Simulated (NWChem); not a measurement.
# InSiH$_{5}$; SMILES [SiH3][InH2]

Computed with NWChem. Medium grid unless said otherwise, to which SCAN and Minnesota functionals are sensitive. Geometry: optimised at PBE0/def2-SVP. def2 effective core potentials on In; no spin-orbit coupling.

For level M06-L/def2-SVP:

| Property | Value |
|---|---|
| orbital gap (eV) | 4.01 |
| dipole (D) | 0.31 |

**Question.** What are these values for level KT2/def2-SVP?

**Answer.** The orbital gap (eV) is 3.46 and the dipole (D) is 0.17.
